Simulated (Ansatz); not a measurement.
Program: Ansatz. Geometries: PBE0-D4/def2-TZVP. ΔE: electronic, gas phase. CCSD(T)/CBS is the MP2 limit (def2-TZVPP, def2-QZVPP) plus CCSD(T) − MP2 in def2-TZVPP, frozen cores. This one scheme is used for every species. Functionals use def2-TZVPP. B3LYP here is the variant with VWN-RPA as its local correlation; programs differ in this. Each species was taken in one conformer, which may not be the lowest.

`CBCOC` + H–F → `CBCF` + CH₃OH  (substitution at a C–O bond)

Problem. Is it downhill or uphill in electronic energy at CCSD(T)/CBS, and by how much? (Estimate.)

Solution. Ansatz gave: Uphill: ΔE = +5.5 kcal/mol.

Problem. What do these levels give: PBE0-D4, B3LYP-D4, B2PLYP, PBE0, B3LYP, HF/def2-TZVPP, MP2/def2-TZVPP, CCSD/def2-TZVPP, HF/def2-QZVPP, SCS-MP2/def2-QZVPP, HF/CBS(def2), CCSD/CBS(def2)? (Best estimate.)

Solution. Computed: PBE0-D4 4.4, B3LYP-D4 3.4, B2PLYP 3.4, PBE0 3.3, B3LYP 1.6, HF/def2-TZVPP 0.6, MP2/def2-TZVPP 6.8, CCSD/def2-TZVPP 4.6, HF/def2-QZVPP 0.6, SCS-MP2/def2-QZVPP 5.2, HF/CBS(def2) 0.6, CCSD/CBS(def2) 4.8 kcal/mol.

Largest T1 diagnostic among the species: 0.010.

In def2-TZVPP, CCSD(T) changes the Hartree–Fock value by +4.7 kcal/mol (the triples alone add +0.7 kcal/mol) and MP2 by +6.2 kcal/mol. The D4 term adds +1.8 kcal/mol with B3LYP and +1.1 kcal/mol with PBE0; it sums over pairs of atoms, weighted by their polarisabilities, and B3LYP, whose exchange is more repulsive, gets the larger term.
